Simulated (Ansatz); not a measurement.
A made-up structure of NaBGeH$_{4}$, singlet:

```tsv
atom	x (Å)	y (Å)	z (Å)
B1	0.6054	0.6236	0.5470
Ge2	-0.8444	0.0624	-0.5820
Na3	0.2682	-2.2246	-0.2449
H4	-2.1236	-0.4465	0.0384
H5	-0.6409	-0.0278	-2.0755
H6	0.5626	0.7146	1.6926
H7	1.6239	1.0137	0.1825
```

It is relaxed with PBE-D4/def2-SVP and then PBE0-D4/def2-TZVP (Ansatz 0.2.0). Atoms count as bonded within 1.22 times the sum of their covalent radii (H–H: 0.88 Å). The end point is not checked to be a true minimum.

(1) Does its bonding change? (Judge from chemistry; the calculation decides.)

Answers

(1) Computed: No: no bond forms or breaks.

Where it ends: The first stage lowers the energy by 0.57 eV in 8 steps. It ends as NaBGeH₄ ([BH2]1[Na][GeH2]1):
```xyz
7
angstrom
B 0.5804 0.5051 0.5073
Ge -0.9226 0.1190 -0.6252
Na 0.9391 -2.0260 0.2619
H -2.3495 -0.2006 -0.1405
H -0.9272 0.1971 -2.1637
H 0.4732 0.3949 1.7016
H 1.6577 0.7260 0.0166
```

Labels in which every atom is bracketed show which atoms are joined, not bond orders.

For scale, one of the runs: PBE0-D4/def2-TZVP relaxation, 135 basis functions, launched by `ansatz run in.yaml --threads 2 --pin off --events-out ev --progress --plain --max-ram 4352MiB`. The run took about 15 s on 2 CPU threads of an Intel Xeon Platinum 8488C (shared host).
